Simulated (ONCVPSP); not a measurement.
Co, ONCV: configuration errors across variants

```json
{"Element": "cobalt", "Generator": "ONCVPSP 4.0.1", "Type": "optimised norm-conserving Vanderbilt (ONCV)", "Functional": "PBEsol", "Relativity": "scalar-relativistic", "Frozen core": "[Ne]", "Valence charge": "17", "Reference configuration": "3s2 3p6 3d7 4s2", "Partial waves": "3s+4s: rc 1.15 bohr, ncon 4, nbas 7, qcut 11.3 1/bohr, 2 projectors; 3p: rc 0.75 bohr, ncon 4, nbas 8, qcut 9.1 1/bohr, 1 projector; 3d: rc 1.45 bohr, ncon 3, nbas 7, qcut 12.8 1/bohr, 2 projectors, debl 2 Ha", "Local potential": "polynomial inside 0.65 bohr (lpopt 5, dvloc0 4 Ha)", "Core correction": "Teter function, fcfact 4.5, rcfact 1.1"}
```

All-electron excitation energies from the reference (eV): (1) 3s2 3p6 3d7 4s1 9.046; (2) 3s2 3p6 3d7 4s0 25.744; (3) 3s2 3p6 3d6 4s0 61.581; (4) 3s2 3p5 3d7 4s2 73.401.

Errors AE − PS in meV (a dash: test not solved or not reliable):

| change | (1) | (2) | (3) | (4) | bound ghosts | GHOST(+) flags above zero |
| --- | --- | --- | --- | --- | --- | --- |
| base | +0.4 | +4.0 | +8.6 | -73 | none | s |
| core correction Teter function, fcfact 4.5, rcfact 0.98 | +0.4 | +4.0 | +8.6 | -73 | none | s |
| core correction Teter function, fcfact 4.5, rcfact 1.12 | +0.4 | +4.0 | +8.6 | -73 | none | s |
| core correction Teter function, fcfact 4.5, rcfact 1.34 | +0.4 | +4.0 | +8.6 | -74 | none | s |
| core correction Teter function, fcfact 4.5, rcfact 1.48 | +0.4 | +4.1 | +8.7 | -74 | none | s |
| core correction Teter function, fcfact 4.5, rcfact 1.86 | +0.4 | +3.8 | +8.5 | -75 | none | s |
| core correction Teter function, fcfact 4.5, rcfact 2.02 | +0.3 | +3.5 | +8.1 | -76 | none | s |

(1) Give the same row for: core correction Teter function, fcfact 4.5, rcfact 1.7.

Results:

(1) +0.4, +4.0, +8.7, -74; bound ghosts: none; GHOST(+) flags above zero: s.
